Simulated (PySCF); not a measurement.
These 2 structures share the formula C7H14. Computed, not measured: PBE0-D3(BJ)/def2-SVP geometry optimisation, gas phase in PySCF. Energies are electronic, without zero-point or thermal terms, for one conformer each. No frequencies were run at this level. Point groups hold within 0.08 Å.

**Question.** Order them by energy at this level, lowest first, and give relative energies in kcal/mol.
A. `CC(C)(C)C1CC1`
B. `[CH2:1]1[CH2:2][CH2:3][CH2:4][CH2:5][CH2:6][CH2:7]1` with C7–C1–C2–C3 39°, C1–C2–C3–C4 -85°, C2–C3–C4–C5 70°, C3–C4–C5–C6 -53°

**Answer.** B (0.0), A (20.7).

As drawn, the higher has a three-membered ring and a quaternary carbon, which the lower lacks.

```json
{"SMILES": "C1CCCCCC1", "E (Eh)": "-274.66750", "E rel (kcal/mol)": "0.0", "dipole (D)": "0.00", "point group": "C2", "A, B, C (MHz)": "3150, 2862, 1723"}
{"SMILES": "CC(C)(C)C1CC1", "E (Eh)": "-274.63458", "E rel (kcal/mol)": "20.7", "dipole (D)": "0.09", "point group": "Cs", "A, B, C (MHz)": "3723, 2014, 1901"}
```

**Question.** How do the relative energies change in single points at HF/pcSseg-1 (no added dispersion term) on the same geometries?

**Answer.** 
```json
{"SMILES": "C1CCCCCC1", "PBE0-D3(BJ)/def2-SVP (kcal/mol)": "0.0", "HF/pcSseg-1 (kcal/mol)": "0.0", "shift": "0.0"}
{"SMILES": "CC(C)(C)C1CC1", "PBE0-D3(BJ)/def2-SVP (kcal/mol)": "20.7", "HF/pcSseg-1 (kcal/mol)": "19.2", "shift": "-1.5"}
```

Each column counts from its own lowest isomer. The order is unchanged; the largest shift is 1.5 kcal/mol.
